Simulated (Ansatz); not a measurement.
System: sum formula GaH₂Br (charge 0, singlet). 
Geometry from a B3LYP-D3(BJ)/def2-TZVP (Ansatz, a program for electronic structure) optimisation:
SMILES: [GaH2][Br]
```xyz
4

Ga    -1.1658     0.1109    -0.0078
Br     1.1370    -0.1082     0.0076
H     -1.6944     1.5759    -0.0015
H     -1.9611    -1.2281    -0.0229
```

Quantity: vertical triplet-singlet gap (E(triplet) - E(singlet); each state is the SCF solution reached for its spin; for the triplet T1 is 0.073), in kJ/mol. Valence correlation only, unless marked. Open shells are spin-unrestricted. Spin-orbit coupling is left out. The frozen core is the preceding noble-gas configuration, with the filled d and f shells of earlier blocks. No relativistic terms. CBS(X,Y): correlation extrapolated as X^-3; Hartree-Fock from the larger set.

| level | program | vertical triplet-singlet gap (kJ/mol) |
|---|---|---|
| HF/aug-cc-pVQZ | Ansatz | 475.9 |
| PBE/def2-TZVPD | Ansatz | 414.0 |
| r2SCAN/def2-TZVPD | Ansatz | 424.5 |
| CAM-B3LYP/def2-TZVPD | Ansatz | 470.8 |
| MP2/def2-TZVPPD | Ansatz | 530.5 |
| MP2/aug-cc-pVQZ | Ansatz | 534.6 |
| MP2/CBS(aug-cc-pVTZ,aug-cc-pVQZ) | Ansatz | 539.1 |
| RI-MP2/aug-cc-pVQZ | Ansatz | 534.6 |
| RI-MP2/def2-TZVPPD | Ansatz | 530.5 |
| SCS-MP2/aug-cc-pVQZ | Ansatz | 538.1 |
| CCSD/aug-cc-pVTZ | Ansatz | 497.5 |
| CCSD/def2-TZVPPD | Ansatz | 498.8 |
| CCSD/def2-QZVPPD | Ansatz | 502.1 |
| CCSD(T)/def2-TZVPPD | Ansatz | 493.4 |
| CCSD(T)/CBS(aug-cc-pVTZ,aug-cc-pVQZ) | Ansatz | 500.6 |
